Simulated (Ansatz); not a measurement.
Molecule: sum formula GaBr₂F, net charge 0, singlet state. SMILES: [F][Ga]([Br])[Br]
Geometry: optimised at B3LYP-D3(BJ)/def2-TZVP (Ansatz, a quantum-chemistry and plane-wave program).

Wanted: vertical triplet-singlet gap (E(triplet) - E(singlet); each state is the SCF solution reached for its spin; for the triplet the Hartree-Fock reference is unstable and T1 is 0.029), in kcal/mol. Valence correlation only, unless marked. Open shells are spin-unrestricted. Spin-orbit coupling is left out. Frozen are the shells of the preceding noble gas and the d and f shells that filled before the atom's block. No relativistic terms. 

| level | program | vertical triplet-singlet gap (kcal/mol) |
|---|---|---|
| HF/aug-cc-pVDZ | Ansatz | 128.1 |
| RI-HF/aug-cc-pVQZ | Ansatz | 128.3 |
| SVWN5/def2-TZVPD | Ansatz | 103.4 |
| PBE/def2-TZVPD | Ansatz | 104.3 |
| r2SCAN/def2-TZVPD | Ansatz | 111.9 |
| B3LYP/def2-TZVPD | Ansatz | 111.5 |
| PBE0/def2-TZVPD | Ansatz | 115.8 |
| BHLYP/def2-TZVPD | Ansatz | 123.8 |
| CAM-B3LYP/def2-TZVPD | Ansatz | 120.2 |
| wB97M-V/def2-TZVPD | Ansatz | 125.6 |
| B2PLYP/def2-TZVPD | Ansatz | 121.5 |
| MP2/aug-cc-pVDZ | Ansatz | 136.3 |
| RI-MP2/aug-cc-pVTZ | Ansatz | 137.9 |
| RI-MP2/aug-cc-pVQZ | Ansatz | 139.6 |
| SCS-MP2/aug-cc-pVDZ | Ansatz | 137.0 |
| CCSD/aug-cc-pVTZ | Ansatz | 133.8 |
| CCSD/aug-cc-pVQZ | Ansatz | 135.3 |
| CCSD(T)/aug-cc-pVDZ | Ansatz | 131.6 |
| CCSD(T)/aug-cc-pVTZ | Ansatz | 133.1 |
| CCSD(T)/aug-cc-pVQZ | Ansatz | 134.6 |
